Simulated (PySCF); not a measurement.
# Bond curve of SeBr

Set-up: PySCF, scalar-relativistic core potentials, basis sets Se cc-pVDZ-PP with ECP10, Br cc-pVDZ-PP with ECP10. Energies in eV from Se + Br in their ground configurations at the same level. All curves are PBE0. state 1: ²Π (doublet), unpaired electrons π ↑; state 2: ⁴Σ⁻ (quartet), unpaired electrons σ ↑, π ↑↑, a second solution, started from another occupation.

```json
{"R (Å)": "1.967", "state 1": "-1.148", "state 2": "2.279"}
{"R (Å)": "2.058", "state 1": "-1.873", "state 2": "1.053"}
{"R (Å)": "2.150", "state 1": "-2.258", "state 2": "0.195"}
{"R (Å)": "2.218", "state 1": "-2.389", "state 2": "-0.265"}
{"R (Å)": "2.287", "state 1": "-2.422", "state 2": "-0.604"}
{"R (Å)": "2.356", "state 1": "-2.383", "state 2": "-0.845"}
{"R (Å)": "2.447", "state 1": "-2.250", "state 2": "-1.049"}
{"R (Å)": "2.561", "state 1": "-2.003", "state 2": "-1.165"}
{"R (Å)": "2.699", "state 1": "-1.647", "state 2": "-1.168"}
{"R (Å)": "2.882", "state 1": "-1.154", "state 2": "-1.040"}
```

Question: Put a parabola through the three lowest points of the state 1 curve and estimate Re, k and ωe (reduced mass 39.71 u; 1 eV/Å² = 0.16022 mdyn/Å; ωe = 1302.8·√(k/μ) cm⁻¹).

Answer: Through R = 2.218, 2.287, 2.356 Å the second-order coefficient is 7.56 eV/Å², so Re ≈ 2.284 Å, k ≈ 2.42 mdyn/Å and ωe ≈ 322 cm⁻¹. A polynomial fit of higher order to the unrounded PBE0 energies gives Re = 2.281 Å, k = 2.52 mdyn/Å, ωe = 329 cm⁻¹; anharmonicity and rounding make the difference.

The higher-order fit for each curve: state 1: Re = 2.281 Å, ωe = 329 cm⁻¹, De = 2.42 eV; state 2: Re = 2.630 Å, ωe = 206 cm⁻¹, minimum 1.18 eV below the ground-state fragments.

Spin–orbit coupling is left out. The state is the lowest determinant that a PBE0 search found; another state may lie lower at other levels.
